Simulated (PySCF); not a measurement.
These 4 structures share the formula C4H7NSi. Method used: PBE0-D3(BJ)/def2-SVP geometry optimisation, gas phase (PySCF 2.14.0). Energies are electronic, without zero-point or thermal terms, for one conformer each. No frequencies were run at this level. Point groups hold within 0.08 Å.

Problem. Order them by energy at this level, lowest first, and give relative energies in kJ/mol.
A. `[CH:1]#[C:2][Si@@H:3]([CH3:4])[N:5]=[CH2:6]` with C2–Si3–N5–C6 118°
B. `[SiH3]n1cccc1`
C. `[N:1]#[C:2][SiH2:3][CH:4]1[CH2:5][CH2:6]1` with C2–Si3–C4–C5 38°
D. `[N:1]#[C:2][SiH:3]1[CH2:4][CH2:5][CH2:6]1` with C2–Si3–C4–C5 -133°, Si3–C4–C5–C6 21°, C4–C5–C6–Si3 -21°, C2–Si3–C6–C5 133°

Solution. B (0.0), D (73.8), C (112.4), A (192.6).

As drawn, the lowest has an aromatic ring, which the highest lacks; the highest has a C≡C bond, a C=N bond and an Si–C bond, which the lowest lacks.

| SMILES | E (Eh) | E rel (kJ/mol) | dipole (D) | point group | A, B, C (MHz) |
| --- | --- | --- | --- | --- | --- |
| [SiH3]n1cccc1 | -500.27476 | 0.0 | 1.41 | – | 8281, 2075, 1693 |
| N#C[SiH]1CCC1 | -500.24665 | 73.8 | 3.83 | Cs | 6974, 1751, 1617 |
| N#C[SiH2]C1CC1 | -500.23195 | 112.4 | 3.75 | near Cs | 4404, 2141, 1655 |
| C#C[Si@@H](C)N=C | -500.20140 | 192.6 | 0.82 | C1 | 3834, 2090, 1478 |
